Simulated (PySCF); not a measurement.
# Dipole polarisabilities along the 3d series

Calculated with PySCF 2.14 for the ground configurations, without spin-orbit coupling: coupled response for Hartree-Fock and DFT. Mean α in bohr³, C₆ of like pairs in atomic units.

| species | α UHF | α PBE | α PBE0 | α recommended (Schwerdtfeger and Nagle) | C₆ UHF | C₆ PBE | C₆ PBE0 |
| --- | --- | --- | --- | --- | --- | --- | --- |
| Sc [Ar] 3d1 4s2 (aug-cc-pVTZ, non-relativistic) | n/a | 126.5 | 130.8 | 97 ± 10 | n/a | 1552 | 1659 |
| Ti [Ar] 3d2 4s2 (aug-cc-pVTZ-DK, spin-free X2C) | 146.3 | 104.2 | 109.1 | 87 ± 10 | 1694 | 1205 | 1282 |
| V [Ar] 3d3 4s2 (aug-cc-pVTZ, non-relativistic) | 133.4 | 93.43 | 98.26 | 87 ± 10 | 1458 | 1010 | 1080 |
| Cr [Ar] 3d5 4s1 (aug-cc-pVTZ, non-relativistic) | 112.6 | 70.66 | 76.52 | 83 ± 12 | 1033 | 572.6 | 635.3 |
| Mn [Ar] 3d5 4s2 (aug-cc-pVTZ-DK, spin-free X2C) | 101.4 | 72.76 | 76.81 | 68 ± 9 | 1003 | 684.5 | 735.9 |
| Fe [Ar] 3d6 4s2 (aug-cc-pVTZ, non-relativistic) | 85.70 | 63.20 | 66.96 | 62 ± 4 | 822.7 | 564.4 | 608.7 |
| Co [Ar] 3d7 4s2 (aug-cc-pVTZ, non-relativistic) | 73.69 | 55.10 | 58.65 | 55 ± 4 | 679.6 | 464.9 | 505.4 |
| Ni [Ar] 3d8 4s2 (aug-cc-pVTZ-DK, spin-free X2C) | 62.04 | 46.42 | 49.50 | 49 ± 3 | 537.2 | 365.5 | 397.9 |
| Cu [Ar] 3d10 4s1 (aug-cc-pVTZ-PP with ECP10MDF, ECP) | 71.56 | 40.86 | 45.08 | 46.5 ± 0.5 | 495.6 | 243.2 | 274.9 |
| Zn [Ar] 3d10 4s2 (aug-cc-pVTZ-PP with ECP10MDF, ECP) | 50.77 | 38.37 | 40.96 | 38.67 ± 0.3 | 399.0 | 273.7 | 299.0 |

Hartree-Fock lacks correlation. All values carry a basis error.
